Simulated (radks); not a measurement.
Values are calculated unless marked as measured or tabulated.
Valence configurations of Ir II (all share [Xe]). Level of theory: Dirac Kohn-Sham, PBE, spin-unpolarised, spherical densities, finite nucleus; open shells fill j = l - 1/2 first; Fermi nuclear charge, rms radius 5.4032 fm (a radial shooting solver on a logarithmic mesh with Libxc functionals). Energies are relative to 4f14 5d7 6s1; eigenvalues in eV.

valence               E (eV)  e(4f5/2)  e(4f7/2)  e(5d3/2)  e(5d5/2)  e(6p1/2)
4f14 5d8              -0.694   -68.815   -65.697   -13.907   -12.724         -
4f14 5d7 6s1           0.000   -71.735   -68.616   -15.938   -14.681         -
4f14 5d6 6s2           1.689   -74.924   -71.804   -18.123   -16.787         -
4f14 5d7 6s0.5 6p0.5   2.811   -72.384   -69.265   -16.528   -15.261    -8.259
4f14 5d7 6p1           5.657   -73.018   -69.900   -17.101   -15.824    -8.580
4f14 5d6 6s0.5 6p1.5  10.743   -76.819   -73.699   -19.808   -18.444    -9.566
4f13.5 5d7 6s1.5      29.111   -78.697   -75.523   -17.748   -16.380         -
4f13.5 5d6 6s1.5 6p1  38.165   -83.371   -80.196   -21.212   -19.747    -9.682
4f13 5d8 6s1          58.627   -82.533   -79.306   -17.317   -15.919         -
4f12 5d7 6s1 6p2      149.48   -103.54   -100.20   -26.060   -24.324   -10.811

NIST lists [Xe] 4f14 5d7 6s1 as the ground configuration; this level of theory puts 4f14 5d8 lower, by 0.694 eV. The energies are those of spherical spin-averaged densities, not of single terms.
